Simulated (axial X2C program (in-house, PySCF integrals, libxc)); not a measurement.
**InP: bond constants with and without spin–orbit coupling**

All values were computed with an axial X2C code built on PySCF integrals. Spin-free means the one-electron spin-free X2C Hamiltonian; two-component (2c) means X2C with spin–orbit coupling and atomic mean-field two-electron Coulomb and Gaunt terms, so the difference of the two also holds small scalar two-electron terms. Basis: In dyall-cv3z [11s12p9d4f1g], P dyall-v3z [8s7p2d1f] (cores contracted in-house); Gaussian nuclei, density fitting, unrestricted open shells. Masses: In 114.904 u, P 30.974 u.

State, spin-free: M_S = 1, Λ = 0 (beyond evenly filled blocks: π+α, π-α); electrons by block: σα: 15, σβ: 15, π+α: 7, π+β: 6, π-α: 7, π-β: 6, δ+α: 2, δ+β: 2, δ-α: 2, δ-β: 2. Fragments: In + P.

State, 2c: Ω = 2 (⟨Sz⟩ = 1.00, ⟨Lz⟩ = 1.00 at PBE0); electrons by block: 1/2: 22, -1/2: 21, 3/2: 9, -3/2: 8, 5/2: 2, -5/2: 2. Fragments: In + P.

```json
{"Hamiltonian": "spin-free", "level": "PBE0", "Re (Å)": "2.646", "ωe (cm⁻¹)": "255.4", "ωexe (cm⁻¹)": "0.81", "Be (cm⁻¹)": "0.09867", "αe (cm⁻¹)": "0.000469", "De (eV)": "1.97", "μ (D)": "-2.10"}
{"Hamiltonian": "spin-free", "level": "HF", "Re (Å)": "2.665", "ωe (cm⁻¹)": "255.6", "ωexe (cm⁻¹)": "0.905", "Be (cm⁻¹)": "0.09729", "αe (cm⁻¹)": "0.000479", "De (eV)": "0.832", "μ (D)": "-2.28"}
{"Hamiltonian": "spin-free", "level": "MP2", "Re (Å)": "2.667", "ωe (cm⁻¹)": "256.5", "ωexe (cm⁻¹)": "n/a", "Be (cm⁻¹)": "0.09717", "αe (cm⁻¹)": "0.000465", "De (eV)": "1.59", "μ (D)": "n/a"}
{"Hamiltonian": "spin-free", "level": "CCSD", "Re (Å)": "2.671", "ωe (cm⁻¹)": "253.8", "ωexe (cm⁻¹)": "0.849", "Be (cm⁻¹)": "0.09688", "αe (cm⁻¹)": "0.000472", "De (eV)": "1.61", "μ (D)": "n/a"}
{"Hamiltonian": "spin-free", "level": "CCSD(T)", "Re (Å)": "2.675", "ωe (cm⁻¹)": "251.6", "ωexe (cm⁻¹)": "0.838", "Be (cm⁻¹)": "0.09655", "αe (cm⁻¹)": "0.000474", "De (eV)": "1.69", "μ (D)": "n/a"}
{"Hamiltonian": "spin-free", "level": "PBE", "Re (Å)": "2.677", "ωe (cm⁻¹)": "243.0", "ωexe (cm⁻¹)": "0.769", "Be (cm⁻¹)": "0.09644", "αe (cm⁻¹)": "0.000473", "De (eV)": "2.09", "μ (D)": "-2.09"}
{"Hamiltonian": "2c", "level": "PBE0", "Re (Å)": "2.429", "ωe (cm⁻¹)": "303.1", "ωexe (cm⁻¹)": "1.34", "Be (cm⁻¹)": "0.1171", "αe (cm⁻¹)": "0.000695", "De (eV)": "n/a", "μ (D)": "-2.93"}
{"Hamiltonian": "2c", "level": "PBE", "Re (Å)": "2.445", "ωe (cm⁻¹)": "295.1", "ωexe (cm⁻¹)": "1.43", "Be (cm⁻¹)": "0.1156", "αe (cm⁻¹)": "0.000709", "De (eV)": "n/a", "μ (D)": "-2.70"}
```

Correlated methods: 8 electrons correlated (number of frozen shells: In 4 s, 3 p, 2 d; P 2 s, 1 p), 230 virtual spin orbitals or spinors in MP2, 90 natural virtuals in coupled cluster.

Dipoles are positive if P is the positive end.

Dissociation energies refer to the lowest single-determinant-based atoms at the same level and basis. De is not given where an atomic determinant may have missed its ground term or J level, or where the truncated virtual space spoils (T). Density functionals use the spin component along the axis (collinear). Coupled cluster ran in a truncated set of natural virtual spinors; the MP2 energy of the rest was added. (T) has no such correction and the atoms are truncated less, which lowers De at CCSD(T) by a hundredth of an eV or more. The functionals have no current-density term, which raises determinants with orbital currents, atoms included. The state is one determinant with fixed occupations, lowest in a PBE0 search at one distance only: followed along the bond, the 2c determinant Ω = 1 reaches 0.25 eV lower at PBE0, at Re = 2.646 Å, so the state shown is not the lowest. With several unpaired electrons one determinant need not be a pure state. A state of lower Ω lies just above, and one determinant can place such states too high, so the state shown need not be the lowest. The search has Ω = 1 only 0.02 eV up. Open-shell Ω = 0 determinants with evenly filled partner blocks cannot be reached by this program, so the Ω shown need not be the lowest component. At some level and bond length an empty orbital lies below a filled one. With the outer-core shells frozen, correlated bond lengths of heavy atoms tend to come out a few hundredths of an ångström too long.

The spin-free and the 2c determinant differ in configuration, so the two halves of the table describe two states.

No reliable constants came from CCSD (2c), CCSD(T) (2c), HF (2c), MP2 (2c): no minimum in range, unconverged points, a curve that is not smooth, a change of character along it, or the two Hamiltonians disagreeing along it.

Rough cost a point (2c) on 1 thread(s) of a shared host, integrals apart: PBE0 0.5 s, PBE 0.25 s.

The whole task took 74 s on 1 thread of AMD EPYC 9B45 (Zen 5), on a shared host.
